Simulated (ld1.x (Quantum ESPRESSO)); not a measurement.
I (Z = 53), TM semilocal: configuration errors across variants

I (Z = 53), norm-conserving Troullier–Martins (semilocal form), made with ld1.x (Quantum ESPRESSO) 7.5 (PBE, scalar-relativistic). Core [Kr], reference 4d10 5s2 5p4 (charge +1). Waves: 5s (bound): rc 1.45 bohr; 5p (bound): rc 2.15 bohr; 4d (bound): rc 0.90 bohr. Local part: the d channel. Core correction: none.

All-electron excitation energies from the reference (eV): (1) 4d10 5s2 5p5 -11.131; (2) 4d10 5s2 5p3 19.846; (3) 4d10 5s2 5p2 49.174; (4) 4d10 5s2 5p5.3 -12.914; (5) 4d9 5s2 5p5 47.116; (6) 4d10 5s1 5p5 10.980; (7) 4d9 5s2 5p6 34.731.

A semilocal file is local in each channel, so a ghost entry of none says nothing of the separable form that plane-wave codes build from it.

1 further variants failed, have other tests or too few solved ones, and are left out.

A true bound ghost makes a file unfit for plane-wave use even where its test errors are small: the radial tests pick states by their node count and pass the ghost by.

Errors AE − PS in meV (a dash: test not solved or not reliable):

| change | (1) | (2) | (3) | (4) | (5) | (6) | (7) | bound ghosts |
| --- | --- | --- | --- | --- | --- | --- | --- | --- |
| base | +5.6 | -1.0 | +8.7 | +7.3 | -277 | -2.9 | -359 | none |
| wave 5s (bound): rc 1.45 bohr becomes 5s (bound): rc 1.16 bohr | +36 | +32 | +144 | +49 | +1372 | +106 | +1098 | s |
| wave 5s (bound): rc 1.45 bohr becomes 5s (bound): rc 1.52 bohr | +5.5 | -1.2 | +7.6 | +7.2 | -304 | -2.3 | -379 | none |
| wave 5s (bound): rc 1.45 bohr becomes 5s (bound): rc 1.62 bohr | +5.5 | -1.3 | +6.9 | +7.2 | -318 | -1.8 | -389 | none |
| wave 5s (bound): rc 1.45 bohr becomes 5s (bound): rc 1.84 bohr | +5.5 | -1.4 | +6.4 | +7.2 | -324 | -1.5 | -393 | none |
| wave 5s (bound): rc 1.45 bohr becomes 5s (bound): rc 2.00 bohr | +5.6 | -1.0 | +8.6 | +7.3 | -308 | -4.0 | -383 | none |
| wave 5s (bound): rc 1.45 bohr becomes 5s (bound): rc 2.12 bohr | +5.8 | -0.6 | +11 | +7.6 | -293 | -6.9 | -373 | none |

(1) Give the same row for: wave 5s (bound): rc 1.45 bohr becomes 5s (bound): rc 1.26 bohr.

Answers

(1) +7.0, +2.8, +32, +9.4, +284, +7.3, +92; bound ghosts: none.
